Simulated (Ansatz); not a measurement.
Consider the formal exchange of groups at the Si–Cl bond: `C[SiH2]S[SiH2]Cl` + `[GaH3]` → `C[SiH2]S[SiH2][GaH2]` + HCl.

Program: Ansatz. Geometries: PBE0-D4/def2-TZVP. ΔE: electronic, gas phase. CCSD(T)/CBS adds triple-zeta CCSD(T) − MP2 to the extrapolated MP2 energy (def2 sets, frozen cores). This one scheme is used for every species. DFT in def2-TZVPP. B3LYP here is the variant with VWN-RPA as its local correlation; programs differ in this. For Ga outer-core shells are correlated without core-valence functions, which leaves a few kJ/mol of doubt a bond. Scalar relativity is left out up to krypton. One conformer a species, not always the lowest.

```tsv
level	ΔE (kJ/mol)	difference from CCSD(T)/CBS
revPBE-D4	63.5	-9.8
B97M-V	85.7	12.4
PBE0-D4	68.9	-4.4
B3LYP-D4	75.0	1.7
ωB97M-V	83.3	10.0
PBE	70.2	-3.1
revPBE	76.7	3.4
r2SCAN	78.3	5.0
PBE0	75.7	2.4
r2SCAN0	81.0	7.7
CCSD(T)/def2-SVP	74.4	1.1
HF/def2-TZVPP	110.7	37.4
CCSD/def2-TZVPP	76.4	3.1
CCSD(T)/def2-TZVPP	72.2	-1.1
HF/def2-QZVPP	112.3	39.0
MP2/CBS(def2)	81.7	8.4
CCSD(T)/CBS	73.3	0
```

Largest T1 diagnostic among the species: 0.013.

In def2-TZVPP, CCSD(T) changes the Hartree–Fock value by −38.5 kJ/mol (the triples alone add −4.2 kJ/mol) and MP2 by −30.0 kJ/mol. Leaving LDA and LC-ωPBE aside and taking each functional with its dispersion term where it has one, the values, not all of them listed here, spread over 23.0 kJ/mol, from PBE-D4 to B97M-V. LDA lies −12.5 kJ/mol from PBE without D4. From BLYP to BHLYP (50 % exact exchange), in def2-TZVPP and without D4, ΔE moves by +9.3 kJ/mol.

CCSD(T)/CBS has its own doubt, a few kJ/mol and more with outer-core shells, so smaller differences from it don't rank the levels.
